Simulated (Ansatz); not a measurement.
The cluster ScAlN₂⁺. Charge 1, multiplicity 2. Geometry PBE0-D4/def2-TZVP.

```xyz
4

Al    1.1533   -0.1109    0.5190
Sc   -1.2561    0.1208   -0.5653
N     0.0983   -1.1965   -0.3355
N     0.0045    1.1866    0.3819
```

No other spin state of charge 1 was run. The structure comes from a short search, and lower isomers may exist.

(1) Estimate the α-spin orbital energies around the gap (eV) in Ansatz with PBE-D4/def2-TZVP, PBE0-D4/def2-TZVP.

## Answers

(1) 
```csv
orbital,PBE-D4/def2-TZVP,PBE0-D4/def2-TZVP
HOMO−5,-13.74,-15.21
HOMO−4,-12.15,-13.38
HOMO−3,-12.07,-13.30
HOMO−2,-11.93,-13.13
HOMO−1,-10.68,-12.06
HOMO,-10.59,-11.69
LUMO,-9.28,-8.44
LUMO+1,-7.48,-6.49
LUMO+2,-6.84,-5.69
LUMO+3,-6.48,-5.49
LUMO+4,-6.39,-5.16
LUMO+5,-5.63,-4.57
β HOMO,-10.33,-11.29
β LUMO,-9.34,-8.53
```
